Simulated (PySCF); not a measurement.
# Computed records: CH$_{4}$GeOSi, GeH$_{4}$OSi, GeH$_{5}$NOSi, GeH$_{4}$O$_{2}$Si and others

All values are calculated (PySCF 2.14.0). Calculation on a computer-drawn molecule: optimised geometry and harmonic frequencies of an isolated molecule of the commonest isotopes, restricted reference for singlets and unrestricted otherwise, frozen core in MP2; on germanium a core potential holds 10 electrons, which the energies leave out, and 3d is frozen in MP2 and coupled-cluster steps.

Common to all runs: multiplicity 1; basis cc-pV(D+d)Z; basis and core potential on germanium cc-pVDZ-PP ECP10MDF.

(1) CH$_{4}$GeOSi

Start structure:
```xyz
8
CH4GeOSi
O     -1.8180     2.5771    -0.7782
C     -1.6700     1.1765    -0.7643
Si    -0.4519     0.3585    -1.7458
Ge    -2.8607     0.2685     0.4226
H     -1.2130     3.0031    -1.4237
H      0.4745     1.0497    -2.6231
H     -0.3054    -1.0812    -1.6774
H     -3.5236     1.5790     0.8790
```

* charge: 0
* method: HF
* rotational constants: 5.731, 2.17, 1.574 GHz
* total energy: -697.2676 hartree
* convergence status largest gradient component: 3.163e-05 hartree/bohr

Drawn bonds:
| atom | other atom | order |
| --- | --- | --- |
| 1 | 2 | 1 |
| 2 | 3 | 2 |
| 2 | 4 | 1 |
| 1 | 5 | 1 |
| 3 | 6 | 1 |
| 3 | 7 | 1 |
| 4 | 8 | 1 |

Optimised structure:
```xyz
8
CH4GeOSi
O     -1.7988     2.6750    -0.8310
C     -1.6220     1.3260    -0.8142
Si    -0.4786     0.3794    -1.7100
Ge    -2.7445     0.1912     0.3397
H     -1.1949     3.0953    -1.4270
H      0.5020     0.9457    -2.6572
H     -0.4507    -1.0740    -1.5496
H     -3.5806     1.3925     0.9384
```

Modes:
| frequency (cm⁻¹) | reduced mass (dalton) |
| --- | --- |
| 117.1 | 1.314 |
| 179.2 | 5.997 |
| 289.5 | 5.704 |
| 354.1 | 1.12 |
| 387.7 | 1.688 |
| 462.9 | 2.537 |
| 517.3 | 1.329 |
| 542.5 | 1.218 |
| 669.9 | 1.651 |
| 767.5 | 1.192 |
| 970 | 1.922 |
| 1028 | 1.605 |
| 1310 | 9.071 |
| 1421 | 1.235 |
| 2011 | 1.021 |
| 2343 | 1.039 |
| 2420 | 1.045 |
| 4108 | 1.067 |

(2) GeH$_{4}$OSi

Start structure:
```xyz
7
GeH4OSi
O     -0.2133     0.6869    -1.0367
Si    -0.4214     1.7321     0.2840
Ge    -2.5016     0.4432     0.0309
H      0.5265     0.7552    -1.6080
H     -0.1332     3.0632    -0.1438
H      0.6291     1.3579     1.1557
H     -3.1527     1.6212    -0.8506
```

* charge: 0
* method: HF
* rotational constants: 17.49, 2.127, 1.949 GHz
* total energy: -659.5084 hartree
* convergence status largest gradient component: 1.012e-05 hartree/bohr

Drawn bonds:
| atom | other atom | order |
| --- | --- | --- |
| 1 | 2 | 1 |
| 2 | 3 | 1 |
| 1 | 4 | 1 |
| 2 | 5 | 1 |
| 2 | 6 | 1 |
| 3 | 7 | 1 |

Optimised structure:
```xyz
7
GeH4OSi
O      0.0131     0.8150    -1.3633
Si    -0.4259     1.5590     0.0551
Ge    -2.8002     1.1243     0.5907
H      0.9222     0.8478    -1.6231
H     -0.2518     3.0372    -0.0362
H      0.4802     1.1086     1.1450
H     -3.2041     1.1677    -0.9367
```

Modes:
| frequency (cm⁻¹) | reduced mass (dalton) |
| --- | --- |
| 63.97 | 1.423 |
| 180.2 | 2.718 |
| 238.3 | 1.075 |
| 314.1 | 5.615 |
| 405.2 | 1.187 |
| 655.5 | 1.113 |
| 799.1 | 1.124 |
| 839.8 | 1.086 |
| 871.7 | 6.179 |
| 1005 | 1.271 |
| 1039 | 1.065 |
| 2022 | 1.021 |
| 2244 | 1.044 |
| 2268 | 1.036 |
| 4156 | 1.067 |

(3) GeH$_{5}$NOSi

Start structure:
```xyz
9
GeH5NOSi
O      0.2509    -0.9909    -1.2217
Si    -0.8676     0.1506    -1.4849
N     -2.3301    -0.2329    -0.5713
Ge    -2.7804    -1.5597     0.5724
H     -0.0763    -1.7581    -0.6525
H     -1.2216     0.1610    -2.8266
H     -0.3523     1.4755    -0.9654
H     -3.0190     0.4446    -0.6893
H     -1.3712    -2.3993     0.4695
```

- charge: 0
- method: HF
- rotational constants: 13.41, 1.257, 1.226 GHz
- total energy: -714.6122 hartree
- convergence status largest gradient component: 6.605e-06 hartree/bohr

Drawn bonds:
| atom | other atom | order |
| --- | --- | --- |
| 1 | 2 | 1 |
| 2 | 3 | 1 |
| 3 | 4 | 1 |
| 1 | 5 | 1 |
| 2 | 6 | 1 |
| 2 | 7 | 1 |
| 3 | 8 | 1 |
| 4 | 9 | 1 |

Optimised structure:
```xyz
9
GeH5NOSi
O      0.6591    -0.2045    -0.8945
Si    -0.9032    -0.0358    -1.3971
N     -2.0608    -0.2251    -0.1200
Ge    -3.2698    -1.5443     0.3111
H      0.9404    -1.0404    -0.5543
H     -1.2279    -1.0360    -2.4301
H     -0.9579     1.3375    -1.9283
H     -2.0881     0.5489     0.5249
H     -2.8595    -2.5096    -0.8815
```

Modes:
| frequency (cm⁻¹) | reduced mass (dalton) |
| --- | --- |
| 36.71 | 3.512 |
| 199.5 | 1.446 |
| 213.4 | 3.465 |
| 267 | 1.301 |
| 363.1 | 3.06 |
| 547.2 | 2.744 |
| 684.7 | 1.386 |
| 706.2 | 1.104 |
| 814.1 | 1.116 |
| 876.5 | 4.09 |
| 908.3 | 1.699 |
| 914.5 | 1.606 |
| 945.4 | 1.713 |
| 1019 | 1.126 |
| 1034 | 1.102 |
| 1305 | 1.255 |
| 1984 | 1.021 |
| 2339 | 1.053 |
| 2346 | 1.028 |
| 3750 | 1.075 |
| 4175 | 1.067 |

(4) GeH$_{4}$O$_{2}$Si

Start structure:
```xyz
8
GeH4O2Si
O     -0.6245    -0.6830    -1.2228
Si     0.8780    -0.2351    -0.4024
O      0.3419     0.5868     0.8325
Ge     0.5638    -2.5896    -0.4736
H     -1.3611    -0.0584    -1.0756
H      1.4024     0.8590    -1.2739
H      0.8339     1.0147     1.4766
H      1.1596    -2.6130    -1.9718
```

- charge: 0
- method: HF
- rotational constants: 6.311, 1.797, 1.51 GHz
- total energy: -734.4304 hartree
- convergence status largest gradient component: 3.501e-05 hartree/bohr

Drawn bonds:
| atom | other atom | order |
| --- | --- | --- |
| 1 | 2 | 1 |
| 2 | 3 | 1 |
| 2 | 4 | 1 |
| 1 | 5 | 1 |
| 2 | 6 | 1 |
| 3 | 7 | 1 |
| 4 | 8 | 1 |

Optimised structure:
```xyz
8
GeH4O2Si
O     -1.1207    -0.2552    -0.9787
Si     0.4596    -0.3521    -0.4932
O      0.6922     0.1681     1.0595
Ge     0.8879    -2.7701    -0.4927
H     -1.4820     0.5735    -1.2561
H      1.2517     0.5467    -1.3731
H      0.7461     1.0948     1.2402
H      1.7591    -2.7244    -1.8168
```

Modes:
| frequency (cm⁻¹) | reduced mass (dalton) |
| --- | --- |
| 48.77 | 1.425 |
| 127.5 | 2.343 |
| 173.4 | 2.359 |
| 185.1 | 1.737 |
| 270 | 1.359 |
| 375.2 | 2.668 |
| 377.9 | 5.597 |
| 658.4 | 1.121 |
| 770.6 | 1.036 |
| 812.2 | 1.08 |
| 834.1 | 10.37 |
| 910.8 | 3.533 |
| 979.4 | 1.367 |
| 990.4 | 1.416 |
| 1997 | 1.021 |
| 2259 | 1.041 |
| 4162 | 1.067 |
| 4164 | 1.067 |

(5) GeH$_{5}$NOSi

Start structure:
```xyz
9
GeH5NOSi
O      1.4810     0.1824     1.2263
Si     0.1583    -0.7374     1.5277
N     -0.8163     0.0254     0.3732
Ge    -0.0930     1.4754    -0.6117
H      2.3105     0.1650     1.6040
H     -1.7423    -0.2865     0.2207
H      0.2834     2.5607     0.3350
H      1.0701     0.9693    -1.4518
H     -1.2432     1.8520    -1.4117
```

- charge: 0
- method: HF
- rotational constants: 9.267, 1.81, 1.544 GHz
- total energy: -714.5925 hartree
- convergence status largest gradient component: 3.861e-05 hartree/bohr

Drawn bonds:
| atom | other atom | order |
| --- | --- | --- |
| 1 | 2 | 1 |
| 2 | 3 | 1 |
| 3 | 4 | 1 |
| 1 | 5 | 1 |
| 3 | 6 | 1 |
| 4 | 7 | 1 |
| 4 | 8 | 1 |
| 4 | 9 | 1 |

Optimised structure:
```xyz
9
GeH5NOSi
O      1.6193     0.1008     1.3650
Si     0.2110    -0.7783     1.5448
N     -0.7025     0.0715     0.3846
Ge    -0.1846     1.5093    -0.6837
H      2.3572    -0.1424     1.9036
H     -1.6507    -0.2323     0.2467
H      0.2017     2.7082     0.1788
H      0.9720     1.1113    -1.5970
H     -1.4149     1.8582    -1.5311
```

Modes:
| frequency (cm⁻¹) | reduced mass (dalton) |
| --- | --- |
| 123.7 | 7.225 |
| 146.4 | 1.141 |
| 160.8 | 5.23 |
| 389.3 | 6.561 |
| 448.9 | 1.165 |
| 556.3 | 1.097 |
| 572.2 | 2.276 |
| 694.5 | 1.107 |
| 723.5 | 1.765 |
| 850.1 | 6.761 |
| 869.1 | 1.546 |
| 913.7 | 1.432 |
| 960.1 | 1.022 |
| 967.9 | 1.031 |
| 992.7 | 1.358 |
| 1279 | 1.371 |
| 2216 | 1.022 |
| 2242 | 1.024 |
| 2262 | 1.013 |
| 3791 | 1.076 |
| 4177 | 1.067 |

(6) AlBGeH$_{5}$O

Start structure:
```xyz
9
AlBGeH5O
Al    -1.3388    -0.7409    -3.1328
B     -2.0909     0.2713    -1.5460
O     -1.2955     0.3202    -0.5354
Ge    -0.8411     0.8417     1.1281
H     -0.6224    -1.5498    -4.2620
H     -3.2063     0.7084    -1.5406
H     -2.0787     1.6258     1.6170
H      0.3784     1.6445     0.8189
H     -0.5684    -0.4940     1.8069
```

- charge: 1
- method: HF
- rotational constants: 26.63, 0.9624, 0.9401 GHz
- total energy: -637.5456 hartree
- convergence status largest gradient component: 8.374e-06 hartree/bohr

Drawn bonds:
| atom | other atom | order |
| --- | --- | --- |
| 1 | 2 | 1 |
| 2 | 3 | 1 |
| 3 | 4 | 1 |
| 1 | 5 | 1 |
| 2 | 6 | 1 |
| 4 | 7 | 1 |
| 4 | 8 | 1 |
| 4 | 9 | 1 |

Optimised structure:
```xyz
9
AlBGeH5O
Al    -1.3736    -0.8290    -3.3283
B     -1.9719     0.2389    -1.4486
O     -1.0198     0.1957    -0.5669
Ge    -0.8713     0.8746     1.1734
H     -0.8589    -1.5946    -4.5881
H     -3.0530     0.7432    -1.3852
H     -2.1977     1.5689     1.4250
H      0.3220     1.8015     1.0713
H     -0.6394    -0.3721     2.0014
```

Modes:
| frequency (cm⁻¹) | reduced mass (dalton) |
| --- | --- |
| 61.83 | 1.272 |
| 102.1 | 4.006 |
| 114.7 | 5.687 |
| 170.9 | 6.394 |
| 377.3 | 1.452 |
| 388.9 | 1.116 |
| 524.9 | 6.203 |
| 579.6 | 3.712 |
| 677 | 1.104 |
| 680.4 | 1.171 |
| 833.6 | 1.533 |
| 928.7 | 1.052 |
| 942.5 | 1.026 |
| 946.1 | 1.024 |
| 1110 | 1.185 |
| 1480 | 8.526 |
| 2088 | 1.047 |
| 2305 | 1.018 |
| 2323 | 1.017 |
| 2324 | 1.026 |
| 2753 | 1.102 |

(7) AlClGeH$_{2}$N

Start structure:
```xyz
6
AlClGeH2N
Al    -0.2584    -1.1247     1.2831
N      0.4202    -1.4495    -0.2637
Ge     1.7542    -1.9848    -1.2971
Cl     3.6330    -2.4618    -0.6818
H     -0.8034    -0.7552     2.6697
H      1.4106    -1.9960    -2.8039
```

* charge: 1
* method: HF
* rotational constants: 7.97, 1.321, 1.133 GHz
* total energy: -1050.1986 hartree
* convergence status largest gradient component: 4.187e-05 hartree/bohr

Drawn bonds:
| atom | other atom | order |
| --- | --- | --- |
| 1 | 2 | 1 |
| 2 | 3 | 2 |
| 3 | 4 | 1 |
| 1 | 5 | 1 |
| 3 | 6 | 1 |

Optimised structure:
```xyz
6
AlClGeH2N
Al    -0.2045    -1.1017     1.3151
N      0.6553    -1.4988    -0.0457
Ge     1.6989    -1.9451    -1.2843
Cl     3.6733    -2.5056    -0.8817
H     -1.0353    -0.7252     2.5543
H      1.3685    -1.9955    -2.7513
```

Modes:
| frequency (cm⁻¹) | reduced mass (dalton) |
| --- | --- |
| 63.5 | 8.849 |
| 134 | 4.831 |
| 250 | 10.97 |
| 461.1 | 1.177 |
| 467 | 1.197 |
| 472.1 | 27.22 |
| 537.9 | 1.149 |
| 559.7 | 19.92 |
| 798.1 | 1.042 |
| 1346 | 13.14 |
| 2175 | 1.052 |
| 2367 | 1.021 |

(8) AlClGeH$_{2}$N

Start structure:
```xyz
6
AlClGeH2N
Al    -0.2045    -1.1017     1.3151
N      0.6553    -1.4988    -0.0457
Ge     1.6989    -1.9451    -1.2843
Cl     3.6733    -2.5056    -0.8817
H     -1.0353    -0.7252     2.5543
H      1.3685    -1.9955    -2.7513
```

- charge: 1
- method: MP2
- rotational constants: 6.149, 1.448, 1.172 GHz
- total energy: -1050.6297 hartree
- convergence status largest gradient component: 1.21e-05 hartree/bohr

Drawn bonds:
| atom | other atom | order |
| --- | --- | --- |
| 1 | 2 | 1 |
| 2 | 3 | 2 |
| 3 | 4 | 1 |
| 1 | 5 | 1 |
| 3 | 6 | 1 |

Optimised structure:
```xyz
6
AlClGeH2N
Al    -0.1458    -1.1203     1.3126
N      0.3867    -1.4444    -0.2714
Ge     1.6543    -1.9359    -1.3250
Cl     3.5769    -2.4529    -0.6442
H     -0.8146    -0.7787     2.6635
H      1.4988    -2.0398    -2.8290
```

Modes:
| frequency (cm⁻¹) | reduced mass (dalton) |
| --- | --- |
| 52.85 | 9.104 |
| 99.74 | 5.627 |
| 211.4 | 15.88 |
| 415 | 1.148 |
| 417.9 | 1.185 |
| 460.9 | 27.59 |
| 489.8 | 1.114 |
| 552.9 | 17.88 |
| 742.7 | 1.037 |
| 1206 | 13.38 |
| 2117 | 1.051 |
| 2287 | 1.021 |

(9) AlGeH$_{4}$O

Start structure:
```xyz
7
AlGeH4O
Al    -0.9274     1.8202    -1.6986
O      0.0400     0.5581    -1.7880
Ge     1.3939    -0.9725    -1.8622
H     -1.9306     2.9962    -1.6844
H      2.6416    -0.1925    -2.1743
H      0.7662    -1.6953    -3.0207
H      1.1673    -1.4849    -0.4668
```

* charge: 1
* method: HF
* rotational constants: 77.02, 1.853, 1.853 GHz
* total energy: -612.2912 hartree
* convergence status largest gradient component: 1.003e-05 hartree/bohr

Drawn bonds:
| atom | other atom | order |
| --- | --- | --- |
| 1 | 2 | 1 |
| 2 | 3 | 1 |
| 1 | 4 | 1 |
| 3 | 5 | 1 |
| 3 | 6 | 1 |
| 3 | 7 | 1 |

Optimised structure:
```xyz
7
AlGeH4O
Al    -0.9198     1.7839    -1.7282
O      0.1058     0.5586    -1.7921
Ge     1.2956    -0.8632    -1.8662
H     -1.9053     2.9613    -1.6668
H      2.6289    -0.1992    -2.1484
H      0.7627    -1.7165    -3.0002
H      1.1831    -1.4956    -0.4931
```

Modes:
| frequency (cm⁻¹) | reduced mass (dalton) |
| --- | --- |
| 132.6 | 4.408 |
| 132.6 | 4.408 |
| 398.6 | 19.17 |
| 442.9 | 1.198 |
| 442.9 | 1.198 |
| 687.2 | 1.119 |
| 687.2 | 1.119 |
| 927 | 1.093 |
| 945.8 | 1.025 |
| 945.9 | 1.025 |
| 1189 | 7.997 |
| 2180 | 1.053 |
| 2315 | 1.01 |
| 2316 | 1.025 |
| 2316 | 1.025 |

(10) AlGeH$_{4}$O

Start structure:
```xyz
7
AlGeH4O
Al    -0.9198     1.7839    -1.7282
O      0.1058     0.5586    -1.7921
Ge     1.2956    -0.8632    -1.8662
H     -1.9053     2.9613    -1.6668
H      2.6289    -0.1992    -2.1484
H      0.7627    -1.7165    -3.0002
H      1.1831    -1.4956    -0.4931
```

* charge: 1
* method: MP2
* rotational constants: 76.09, 1.792, 1.792 GHz
* total energy: -612.6213 hartree
* convergence status largest gradient component: 7.42e-06 hartree/bohr

Drawn bonds:
| atom | other atom | order |
| --- | --- | --- |
| 1 | 2 | 1 |
| 2 | 3 | 1 |
| 1 | 4 | 1 |
| 3 | 5 | 1 |
| 3 | 6 | 1 |
| 3 | 7 | 1 |

Optimised structure:
```xyz
7
AlGeH4O
Al    -0.9385     1.8062    -1.7270
O      0.1024     0.5627    -1.7919
Ge     1.3152    -0.8865    -1.8675
H     -1.9273     2.9876    -1.6654
H      2.6438    -0.2033    -2.1505
H      0.7663    -1.7299    -3.0075
H      1.1892    -1.5075    -0.4852
```

Modes:
| frequency (cm⁻¹) | reduced mass (dalton) |
| --- | --- |
| 103.6 | 5.214 |
| 103.8 | 5.211 |
| 373.9 | 19.12 |
| 403.3 | 1.167 |
| 403.4 | 1.167 |
| 639.9 | 1.101 |
| 640.2 | 1.101 |
| 878.5 | 1.079 |
| 892.8 | 1.025 |
| 892.8 | 1.025 |
| 1130 | 8.865 |
| 2128 | 1.053 |
| 2262 | 1.009 |
| 2280 | 1.026 |
| 2280 | 1.026 |
